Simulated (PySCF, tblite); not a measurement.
# A complex of sulfuric acid and 2 × ammonia

A gas-phase complex of sulfuric acid and 2 × ammonia; neutral, singlet. The structure comes from a short search (6 tight-binding starts) and was relaxed by PBE0-D3(BJ)/def2-SVPD; another way of binding may lie lower. No frequency run checks that it is a minimum.

| part | name | SMILES | atoms | charge | multiplicity |
| --- | --- | --- | --- | --- | --- |
| 1 | sulfuric acid | O=S(=O)(O)O | 1–7 | 0 | 1 |
| 2 | ammonia | N | 8–11 | 0 | 1 |
| 3 | ammonia | N | 12–15 | 0 | 1 |

Coordinates in Å:
```
O1      0.106   -1.454   -0.602
S2     -0.462   -0.390    0.419
O3     -0.989    0.719   -0.367
O4      0.539   -0.154    1.452
O5     -1.669   -1.141    1.108
H6      0.847   -2.011   -0.128
H7     -2.524   -0.987    0.539
N8     -3.676   -0.533   -0.438
H9     -3.895   -1.175   -1.194
H10    -4.548   -0.216   -0.024
H11    -3.191    0.272   -0.835
N12     1.979   -2.637    0.759
H13     1.776   -3.526    1.206
H14     2.904   -2.690    0.342
H15     1.988   -1.910    1.475
```

```tsv
contact	kind (by geometry)	distance (Å)	angle (°)
H6···N12	hydrogen bond	1.569	170
H7···N8	hydrogen bond	1.577	170
H15···O4	hydrogen bond	2.277	122
H11···O3	hydrogen bond	2.295	122
```

Deforming the relaxed parts to their shape here costs 6.6 kcal/mol, which the interaction energies leave out.

Interaction energies are complex less parts, with the parts frozen as they stand in it; counterpoise-corrected, in kcal/mol (PySCF).

(1) How strongly do the parts interact, level by level?

(2) What holds them together? Decompose the wB97M-D3(BJ)/def2-SVPD energy: frozen parts, their antisymmetrised product, then relaxation.

(3) Are the pair energies additive?

The parts were also relaxed and run alone, at the levels used for the complex: shieldings by PBE0/pcSseg-1; core levels by delta-SCF with SCAN, pcX-2 on the ionised atom and pcseg-1 elsewhere, spin-free X2C.

(4) What does binding change?

## Answers

(1) 
```tsv
level	interaction	superposition error removed
wB97M-D3(BJ)/def2-SVPD	-37.77	-3.24
PBE0-D3(BJ)/def2-SVPD	-40.79	-3.26
```

(2) electrostatic -65.4, Pauli repulsion +75.4, orbital relaxation -46.9, dispersion correction -4.1 kcal/mol, which sum to the value before the counterpoise correction; the Pauli term holds the exchange-correlation of the frozen density too. Of the attraction, 56 % is electrostatic, 40 % is orbital relaxation, 4 % is dispersion correction.

(3) The pairs sum to -38.62 kcal/mol (1–2 -19.3, 1–3 -19.5, 2–3 0.2); the rest of +0.84 is a many-body weakening.

(4) 
```tsv
property	alone	in the complex	change
O1–H6 bond (Å)	0.969	1.041	+0.072
shielding of H6 (ppm)	26.23	15.65	-10.58
shielding of N12 (ppm)	266.6	241.6	-25.0
shielding of H7 (ppm)	26.23	15.83	-10.40
shielding of N8 (ppm)	266.6	241.9	-24.7
O1 1s core level (eV)	540.81	538.32	-2.49
O5 1s core level (eV)	540.81	538.32	-2.49
N12 1s core level (eV)	405.54	406.47	+0.92
```

Density functionals tend to overstate the lengthening and the red shift of so strongly bound an X–H bond.
